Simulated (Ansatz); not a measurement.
A nudged elastic band was laid between two geometries of Cl₃H₄HfNS (10 atoms, charge 0, multiplicity 1).

Computed with RKS PBE/def2-SVP (Ansatz 0.2.0).

| Item | Value |
| --- | --- |
| movable images | 5 |
| climbing image | yes |
| spring | 5.0 eV/Å² |
| optimiser | quadratic models (default) |
| start path | through a guess of the saddle point |
| force threshold | 0.05 eV/Å |
| iteration limit | 60 |
| end points | relaxed |

Image 0:

```xyz
10
Properties=species:S:1:pos:R:3
Hf 0.045 -0.079 0.231
N -0.276 0.205 2.200
H -1.160 0.007 2.685
H 0.314 0.782 2.814
Cl 2.349 0.367 -0.253
Cl -0.886 1.853 -0.782
Cl -1.531 -1.682 -0.596
S 1.367 -2.657 0.661
H 0.499 -3.281 1.506
H 2.244 -2.359 1.661
```

Image 6:

```xyz
10
Properties=species:S:1:pos:R:3
Hf 0.338 -0.562 0.052
N -0.218 -0.214 2.397
H -0.744 -1.001 2.805
H -0.806 0.624 2.513
Cl 1.058 -1.160 -2.122
Cl 1.245 1.626 0.284
Cl -2.027 -0.708 -0.156
S 1.482 -2.407 1.239
H 2.026 -2.970 0.125
H 0.613 -0.073 2.991
```

Task: Which bonds break or form, and what moves?

Result: Bonds broken: S8–H10. Bonds formed: N2–H10.

Task: Give the energies along the band, and the barrier.

Result: The forces met the threshold. The highest image is number 2 of 0 to 6, 0.287 eV above the first end and 1.281 eV above the last; the last end lies 0.993 eV below the first. A vibrational analysis at the climbing image gives one clearly imaginary mode, 611i cm⁻¹: a first-order saddle point. The orbitals stay closed-shell, which can raise the energy where a bond breaks towards radicals; this wasn't checked here.

```
image  path coordinate (Å)  energy (eV)  S8–H10 (Å)  N2–H10 (Å)
    0                 0.00        0.000        1.36        3.64
    1                 1.19        0.065        1.36        2.72
    2                 2.37        0.287        1.55        1.50
    3                 4.42       -0.752        2.50        1.03
    4                 6.46       -0.794        2.58        1.03
    5                 8.51       -0.977        2.76        1.03
    6                10.56       -0.993        3.05        1.03
```

Task: What is the geometry of the highest image?

Result: 
```xyz
10
Properties=species:S:1:pos:R:3:forces:R:3
Hf 0.192 -0.241 0.067 0.00 0.00 0.00
N 0.095 -0.126 2.200 0.01 0.01 0.00
H -0.804 -0.236 2.691 0.00 0.00 0.00
H 0.624 0.608 2.693 0.00 0.00 0.00
Cl 2.298 0.345 -0.813 0.00 0.00 0.00
Cl -0.985 1.770 -0.361 0.00 0.00 0.00
Cl -1.295 -1.765 -0.965 0.00 0.00 0.00
S 1.533 -2.491 1.223 0.00 0.00 0.00
H 0.436 -3.297 1.279 0.00 0.00 0.00
H 0.870 -1.412 2.113 0.00 0.00 0.00
```

Task: What are the harmonic wavenumbers there?

Result: 611i, 63, 70, 91, 107, 115, 119, 172, 182, 353, 357, 368, 413, 476, 488, 555, 559, 603, 1256, 1300, 1465, 2620, 3410, 3500 cm⁻¹.

The band took 20 iterations and about 13 core-minutes.

Time of the run: 3.5 min on 4 threads of AMD EPYC 7R32 (Zen 2) (shared host), peak memory 0.27 GiB.
